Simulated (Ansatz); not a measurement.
This geometry of CH₆BNO (10 atoms, charge 0, multiplicity 1) is a first-order saddle point.

The calculation used RKS B3LYP/cc-pVDZ (Ansatz 0.2.0).

```xyz
10
Properties=species:S:1:pos:R:3
N -1.396 -0.215 -0.720
C -0.328 -0.823 0.126
B 0.765 0.232 0.568
O 1.471 0.839 -0.429
H -0.948 0.274 -1.500
H -1.854 0.530 -0.186
H 0.136 -1.639 -0.460
H -0.816 -1.314 0.985
H 0.967 0.556 1.721
H 2.086 1.508 -0.101
```

**Question.** Which two structures does it join? (They come from a converged band through this point; their orientation in space is the band's.)

**Answer.** No bond is made or broken. The dihedral H7–C2–B3–H9 goes from -170 to -55°.

Image 0:

```xyz
10
Properties=species:S:1:pos:R:3
N -1.431 -0.255 -0.629
C -0.271 -0.849 0.108
B 0.692 0.334 0.490
O 1.830 0.525 -0.236
H -1.083 0.234 -1.459
H -1.857 0.478 -0.053
H 0.199 -1.599 -0.549
H -0.673 -1.393 0.979
H 0.378 1.139 1.346
H 2.299 1.335 0.006
```

Image 8:

```xyz
10
Properties=species:S:1:pos:R:3
N -1.382 -0.255 -0.796
C -0.396 -0.743 0.194
B 0.871 0.138 0.502
O 1.011 1.325 -0.151
H -0.888 -0.084 -1.676
H -1.680 0.682 -0.511
H -0.058 -1.754 -0.111
H -0.924 -0.943 1.150
H 1.714 -0.216 1.302
H 1.815 1.800 0.100
```

**Question.** How far does it lie above each of them?

**Answer.** 1.0 kcal/mol above the first and 2.5 kcal/mol above the second. This is the barrier of this one path; another mechanism may lie lower.

Time of the run: 5.8 min on 1 thread of Intel(R) Xeon(R) Processor @ 2.70GHz, on a shared host, peak memory 0.17 GiB.
